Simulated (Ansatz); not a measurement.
`BC(=C)CC` + `C=C(O)[SiH3]` → `C=C([SiH3])OC` + `BC(=C)C`  (substitution at a C–C bond)

Calculated with Ansatz (gas phase, PBE0-D4/def2-TZVP geometries, no zero-point term in ΔE). CBS: MP2 limit from def2 TZ/QZ plus the TZ coupled-cluster correction, frozen cores. Functionals use def2-TZVPP. B3LYP here is the variant with VWN-RPA as its local correlation; programs differ in this. Each species was taken in one conformer, which may not be the lowest.

| level | ΔE (kcal/mol) | difference from CCSD(T)/CBS |
| --- | --- | --- |
| PBE-D4 | 7.2 | -0.7 |
| r2SCAN-D4 | 6.9 | -1.0 |
| PBE0-D4 | 7.5 | -0.4 |
| B3LYP-D4 | 6.1 | -1.8 |
| ωB97X-V | 6.7 | -1.2 |
| ωB97M-V | 7.3 | -0.6 |
| B2PLYP | 6.4 | -1.5 |
| PBE | 7.1 | -0.8 |
| r2SCAN | 6.9 | -1.0 |
| PBE0 | 7.5 | -0.4 |
| B3LYP | 6.0 | -1.9 |
| HF/def2-TZVPP | 5.5 | -2.4 |
| MP2/def2-TZVPP | 7.8 | -0.1 |
| SCS-MP2/def2-TZVPP | 7.1 | -0.8 |
| CCSD/def2-TZVPP | 7.2 | -0.7 |
| CCSD(T)/def2-TZVPP | 7.2 | -0.7 |
| HF/def2-QZVPP | 5.5 | -2.4 |
| MP2/def2-QZVPP | 8.3 | 0.4 |
| SCS-MP2/def2-QZVPP | 7.6 | -0.3 |
| HF/CBS(def2) | 5.5 | -2.4 |
| MP2/CBS(def2) | 8.5 | 0.6 |
| CCSD/CBS(def2) | 7.9 | 0.0 |
| CCSD(T)/CBS | 7.9 | 0 |

Largest T1 diagnostic among the species: 0.013.

In def2-TZVPP, CCSD(T) changes the Hartree–Fock value by +1.8 kcal/mol (the triples alone add −0.0 kcal/mol) and MP2 by +2.4 kcal/mol.
